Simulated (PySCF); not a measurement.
CH₅ClGaNO (SMILES C[O][Ga]([NH2])[Cl]), singlet, geometry from GFN2-xTB (such geometries of metal compounds can be far from the true shape); DF-B3LYP/pcseg-2 (PySCF).

Here is a job for PySCF.
```python
from pyscf import gto, scf, dft

mol = gto.Mole()
mol.atom = '''
    Ga   -0.080366    0.218964    0.126516
    Cl    1.249900   -0.331246    1.608516
    O    -0.160549   -0.974931   -1.159155
    C    -0.813310   -1.145394   -2.402561
    H    -1.379585   -0.258875   -2.701603
    H    -0.057063   -1.351890   -3.164227
    H    -1.496010   -1.996552   -2.333595
    N    -0.964966    1.840693    0.030124
    H    -1.066297    2.361083    0.893769
    H    -1.838986    1.876495   -0.483361
'''
mol.basis = 'pcseg-2'
mol.charge = 0
mol.spin = 0
mol.verbose = 4
mol.max_memory = 1800
mol.build()

mf = dft.RKS(mol)
mf.xc = 'b3lyp'
mf = mf.density_fit(auxbasis='def2-universal-jkfit')
mf.kernel()
```

Output, abridged:

```
PySCF version 2.14.0

[INPUT] verbose = 4
[INPUT] num. atoms = 10
[INPUT] num. electrons = 74
[INPUT] charge = 0
[INPUT] spin (= nelec alpha-beta = 2S) = 0
[INPUT] symmetry False subgroup None
[INPUT] Mole.unit = angstrom
[INPUT] Symbol           X                Y                Z      unit          X                Y                Z       unit  Magmom
[INPUT]  1 Ga    -0.080366000000   0.218964000000   0.126516000000 AA   -0.151869729727   0.413781991139   0.239080590375 Bohr   0.0
[INPUT]  2 Cl     1.249900000000  -0.331246000000   1.608516000000 AA    2.361968683094  -0.625964219858   3.039654706981 Bohr   0.0
[INPUT]  3 O     -0.160549000000  -0.974931000000  -1.159155000000 AA   -0.303393639573  -1.842352580348  -2.190485485920 Bohr   0.0
[INPUT]  4 C     -0.813310000000  -1.145394000000  -2.402561000000 AA   -1.536933154370  -2.164480964720  -4.540182287561 Bohr   0.0
[INPUT]  5 H     -1.379585000000  -0.258875000000  -2.701603000000 AA   -2.607037815558  -0.489202850497  -5.105289767303 Bohr   0.0
[INPUT]  6 H     -0.057063000000  -1.351890000000  -3.164227000000 AA   -0.107833441846  -2.554701850538  -5.979522425954 Bohr   0.0
[INPUT]  7 H     -1.496010000000  -1.996552000000  -2.333595000000 AA   -2.827049179611  -3.772936473453  -4.409855435654 Bohr   0.0
[INPUT]  8 N     -0.964966000000   1.840693000000   0.030124000000 AA   -1.823521459517   3.478405649404   0.056926109776 Bohr   0.0
[INPUT]  9 H     -1.066297000000   2.361083000000   0.893769000000 AA   -2.015009297445   4.461800227366   1.688978628626 Bohr   0.0
[INPUT] 10 H     -1.838986000000   1.876495000000  -0.483361000000 AA   -3.475179886909   3.546061624116  -0.913419909296 Bohr   0.0

nuclear repulsion = 458.587009547911
number of shells = 35
number of NR pGTOs = 404
number of NR cGTOs = 237
basis = pcseg-2
ecp = {}

******** <class 'pyscf.df.df_jk.DFRKS'> ********
method = DFRKS
initial guess = minao
damping factor = 0
level_shift factor = 0
DIIS = <class 'pyscf.scf.diis.CDIIS'>
diis_start_cycle = 1
diis_space = 8
diis_damp = 0
SCF conv_tol = 1e-09
SCF conv_tol_grad = None
SCF max_cycles = 50
direct_scf = False
XC library pyscf.dft.libxc version 7.1.2
    S. Lehtola, C. Steigemann, M. J. T. Oliveira, and M. A. L. Marques,  SoftwareX 7, 1–5 (2018)
XC functionals = b3lyp
    P. J. Stephens, F. J. Devlin, C. F. Chabalowski, and M. J. Frisch,  J. Phys. Chem. 98, 11623 (1994)
radial grids:
    Treutler-Ahlrichs [JCP 102, 346 (1995); DOI:10.1063/1.469408] (M4) radial grids

becke partition: Becke, JCP 88, 2547 (1988); DOI:10.1063/1.454033
pruning grids: <function nwchem_prune>
grids dens level: 3
symmetrized grids: False
atomic radii adjust function: <function treutler_atomic_radii_adjust>
small_rho_cutoff = 0
Set gradient conv threshold to 3.16228e-05
Initial guess from minao.
tot grids = 130928
******** <class 'pyscf.df.df.DF'> ********
auxbasis = def2-universal-jkfit
init E= -2556.19263374507
  HOMO = -0.319133462566512  LUMO = -0.0849914230786766  gap/eV = 6.37133
cycle= 1 E= -2556.22622663446  delta_E= -0.0336  |g|= 1.14  |ddm|= 2.55
  HOMO = -0.125472691514691  LUMO = -0.0210232119335174  gap/eV = 2.84222
cycle= 2 E= -2555.54958852455  delta_E= 0.677  |g|= 2.14  |ddm|= 2.12
  HOMO = -0.260396566897953  LUMO = -0.0381398276398828  gap/eV = 6.04791
cycle= 3 E= -2556.41836631796  delta_E= -0.869  |g|= 0.376  |ddm|= 1.55
  HOMO = -0.274834799176856  LUMO = -0.0383849351341959  gap/eV = 6.43413
cycle= 4 E= -2556.4424586961  delta_E= -0.0241  |g|= 0.114  |ddm|= 0.294
  HOMO = -0.269149172276871  LUMO = -0.0398023269583282  gap/eV = 6.24085
cycle= 5 E= -2556.44441553285  delta_E= -0.00196  |g|= 0.0539  |ddm|= 0.101
  HOMO = -0.274310481147038  LUMO = -0.040304131103301  gap/eV = 6.36764
cycle= 6 E= -2556.44502016957  delta_E= -0.000605  |g|= 0.0105  |ddm|= 0.041
  HOMO = -0.273305709076657  LUMO = -0.0394953721491742  gap/eV = 6.36230
cycle= 7 E= -2556.44504333699  delta_E= -2.32e-05  |g|= 0.00303  |ddm|= 0.0111
  HOMO = -0.273540035234838  LUMO = -0.0396370646235521  gap/eV = 6.36482
cycle= 8 E= -2556.44504549943  delta_E= -2.16e-06  |g|= 0.000491  |ddm|= 0.00297
  HOMO = -0.273551867605733  LUMO = -0.0396343197100575  gap/eV = 6.36522
cycle= 9 E= -2556.44504555286  delta_E= -5.34e-08  |g|= 0.000158  |ddm|= 0.00047
  HOMO = -0.273549952763074  LUMO = -0.0396324419889246  gap/eV = 6.36522
cycle= 10 E= -2556.44504555882  delta_E= -5.97e-09  |g|= 4.56e-05  |ddm|= 0.000134
  HOMO = -0.273551283718385  LUMO = -0.0396333314433151  gap/eV = 6.36523
cycle= 11 E= -2556.44504555925  delta_E= -4.23e-10  |g|= 8.5e-06  |ddm|= 3.51e-05
  HOMO = -0.273550214394228  LUMO = -0.0396333925727552  gap/eV = 6.36520
Extra cycle  E= -2556.44504555923  delta_E= 2.09e-11  |g|= 1.49e-05  |ddm|= 1.49e-05
converged SCF energy = -2556.44504555923
```
